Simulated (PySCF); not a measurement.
Dipole response of Zr⁺ (zirconium, charge +1)

[Kr] 4d1 5s2, 2D determinant (an excited configuration). Computed with PySCF 2.14 in ANO-RCC-VTZP, with the spin-free X2C one-electron Hamiltonian (Gaussian nucleus). Coupled (time-dependent) response in atomic units; α is the mean over directions. The basis has no added diffuse functions, which lowers α and C₆.

| method | mean α (bohr³) | α xx, yy, zz | C₆ (like pair) | S(−4) |
| --- | --- | --- | --- | --- |
| PW91 | 64.38 | 64.07, 64.07, 65.01 | 647.0 | 1839 |
| TPSSh | 71.91 | 70.75, 70.75, 74.25 | 758.1 | 2293 |

S(−4) is the Cauchy moment in α(ω) = α(0) + S(−4) ω² + …

Spin-orbit coupling is absent.

α(iu) at PW91:

```tsv
u (hartree)	α(iu) (bohr³)
0	64.38
0.0500	60.13
0.100	50.48
0.200	31.89
0.300	20.90
0.500	11.34
0.750	6.916
1.00	4.852
1.50	2.853
2.00	1.886
3.00	0.9939
5.00	0.4144
```

A single London oscillator, α(iu) = α/(1 + u²/ω²), gives C₆ = (3/4) ω α². Matching the computed C₆ needs ω = 4 × 647.0 / (3 × 64.38²) = 0.208 hartree.

For an ion, C₆ is the dispersion term alone; charge-induced terms of lower order in 1/R come first.

The components differ because the open shell of this determinant is not spherical; for a pure term their mean is the scalar polarisability.
